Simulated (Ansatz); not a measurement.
Calculated with Ansatz (gas phase, PBE0-D4/def2-TZVP geometries, no zero-point term in ΔE). CBS: MP2 limit from def2 TZ/QZ plus the TZ coupled-cluster correction, frozen cores. Functionals use def2-TZVPP. B3LYP here is the variant with VWN-RPA as its local correlation; programs differ in this. Elements past krypton have def2 core potentials. For In outer-core shells are correlated without core-valence functions, which leaves a few kJ/mol of doubt a bond. One conformer a species, not always the lowest.

`BN[SiH2]F` + `O[CH2][In]([F])[SiH3]` → `BN[SiH2][SiH3]` + `O[CH2][In]([F])[F]`  (redistribution)

(1) Is it downhill or uphill in electronic energy at CCSD(T)/CBS, and by how much? (Estimate.)

(2) What do these levels give: PBE-D4, PBE0-D4, ωB97X-V, B2PLYP, r2SCAN, PBE0, B3LYP, CCSD/def2-TZVPP, CCSD(T)/def2-TZVPP, MP2/def2-QZVPP, MP2/CBS(def2), CCSD/CBS(def2)? (An estimate is asked.)

Largest T1 diagnostic among the species: 0.016.

Results:

(1) Ansatz gave: Uphill: ΔE = +124.3 kJ/mol.

(2) The calculation gave: PBE-D4 102.0, PBE0-D4 115.9, ωB97X-V 119.4, B2PLYP 125.3, r2SCAN 114.2, PBE0 118.4, B3LYP 123.1, CCSD/def2-TZVPP 133.1, CCSD(T)/def2-TZVPP 127.5, MP2/def2-QZVPP 130.5, MP2/CBS(def2) 129.1, CCSD/CBS(def2) 129.8 kJ/mol.

The D4 term adds −4.8 kJ/mol with B3LYP and −2.5 kJ/mol with PBE0; it sums over pairs of atoms, weighted by their polarisabilities, and B3LYP, whose exchange is more repulsive, gets the larger term. In def2-TZVPP, CCSD(T) changes the Hartree–Fock value by −18.3 kJ/mol (the triples alone add −5.5 kJ/mol) and MP2 by −13.5 kJ/mol. From PBE to PBE0 (25 % exact exchange), in def2-TZVPP and without D4, ΔE moves by +13.4 kJ/mol.
